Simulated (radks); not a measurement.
Results of a calculation; reference values are marked as such.
Q: The mean radii <r> (bohr) of the occupied orbitals of an atom or ion are listed with their occupations. Code: a radial shooting solver on a logarithmic mesh with Libxc functionals. Model: non-relativistic Kohn-Sham, TPSS, spin-polarised, spherical densities, point nucleus; meta-GGA in the generalised Kohn-Sham scheme.

| orbital | occ. | <r> |
|---|---|---|
| 1s up | 1 | 0.02046 |
| 1s down | 1 | 0.02046 |
| 2s up | 1 | 0.08631 |
| 2s down | 1 | 0.08630 |
| 2p up | 3 | 0.07301 |
| 2p down | 3 | 0.07301 |
| 3s up | 1 | 0.2152 |
| 3s down | 1 | 0.2151 |
| 3p up | 3 | 0.2051 |
| 3p down | 3 | 0.2050 |
| 3d up | 5 | 0.1793 |
| 3d down | 5 | 0.1792 |
| 4s up | 1 | 0.4206 |
| 4s down | 1 | 0.4207 |
| 4p up | 1 | 0.4165 |

Name the element and its charge. Open shells, if any, are filled with parallel spins first.

A: Z = 74, tungsten, charge +43: W43+ in [Ar] 3d10 4s2 4p1. The 1s radius gives Z: for a bare nucleus <r> = 1.5/Z, 0.02027 bohr for Z = 74, and screening makes it slightly larger (0.02046 here). The occupations add up to 31, and the charge is Z minus that.
